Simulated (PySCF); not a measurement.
## Which orbitals make which state

C6H8F3 (charge +1).
SMILES: `C=C[C+](CF)CC(F)F`

Method: TDDFT PBE0/def2-SVPD, vertical, gas phase, core orbitals frozen in the response in PySCF. One conformer (not necessarily the lowest) at the GFN2-xTB geometry, without solvent, vibrations or thermal averaging. Torsions of this conformer, `[CH2:1]=[CH:2][C+:3]([CH2:4][F:5])[CH2:6][CH:7]([F:8])[F:9]`: C1–C2–C3–C4 -173°, C2–C3–C4–F5 173°, C2–C3–C6–C7 -90°, C3–C6–C7–F8 172°.

Orbital energies (eV): HOMO-3 -15.79, HOMO-2 -15.56, HOMO-1 -14.61, HOMO -14.19, LUMO -9.31, LUMO+1 -5.03, LUMO+2 -3.58.

Computed singlets:

```json
{"state": "S1", "E (eV)": "4.11", "f": "0.104"}
{"state": "S2", "E (eV)": "4.70", "f": "0.195"}
{"state": "S3", "E (eV)": "4.79", "f": "0.066"}
{"state": "S4", "E (eV)": "5.12", "f": "0.0019"}
{"state": "S5", "E (eV)": "5.53", "f": "0.0010"}
{"state": "S6", "E (eV)": "5.60", "f": "0.043"}
```

Problem. Which orbital pair leads each of S1, S3 and S6, and how does its energy difference Δε compare with the excitation energy?

Solution. 

```
state  leading configuration  weight  Δε (eV)  E (eV)  E − Δε (eV)      f      other configurations
   S1              HOMO→LUMO    0.76     4.89    4.11        -0.78  0.104               H-1→L (23%)
   S3            HOMO-2→LUMO    0.76     6.25    4.79        -1.46  0.066               H-1→L (16%)
   S6            HOMO-3→LUMO    0.61     6.48    5.60        -0.89  0.043  H-4→L (17%), H-6→L (13%)
```

E − Δε runs from -1.46 to -0.78 eV. Among themselves, these states come in the order of their orbital differences.

H and L stand for HOMO and LUMO. The other states: S2 4.70 eV, f 0.195, H-1→L (57%), H-2→L (21%), H→L (17%); S4 5.12 eV, f 0.0019, H-4→L (43%), H-5→L (25%), H-3→L (15%); S5 5.53 eV, f 0.0010, H-5→L (56%), H-4→L (22%), H-3→L (16%).

Triplets, Tamm–Dancoff:

```csv
state,E (eV),λ (nm),"main configurations (H = HOMO, L = LUMO)"
T1,2.60,477.6,"H→L (67%), H-1→L (25%)"
T2,3.68,336.9,"H-1→L (67%), H→L (29%)"
```

Summed over the main configurations (up to three a state, each over 8%) of all 6 singlets, the electron leaves HOMO-2 with weight 0.97, HOMO-1 with weight 0.96, HOMO with weight 0.92 and HOMO-3 with weight 0.91.

The run took 85 s wall on one thread of an Arm Neoverse N1, shared host with 64 logical CPUs at a one-minute load of 50, and the process peaked at 0.99 GiB of memory.
